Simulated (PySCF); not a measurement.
TaBr₅, optimised at PBE0/def2-TZVP:

```xyz
6

Ta    -0.0174     0.0083     0.0002
Br     0.4623     1.0447    -2.1482
Br    -1.6458    -1.5112    -1.0962
Br     1.6109     1.5279     1.0967
Br    -1.7923     0.8944     1.4088
Br     1.2785    -1.9134     0.7399
```

Computed with PySCF (xtb for GFN2) and rigid-rotor harmonic-oscillator thermochemistry at 1 bar. All species are closed-shell singlets. Ta: scalar-relativistic def2 core potential, no spin-orbit coupling. Br: all electrons, no relativistic terms.

**Question.** List the harmonic frequencies (cm⁻¹, unscaled) at this level and at the other levels, each on its own geometry.

**Answer.** 
- PBE0/def2-TZVP: 35, 35, 96, 96, 114, 116, 116, 198, 247, 255, 278, 278
- GFN2-xTB: 37, 37, 82, 82, 99, 106, 106, 174, 183, 231, 253, 253
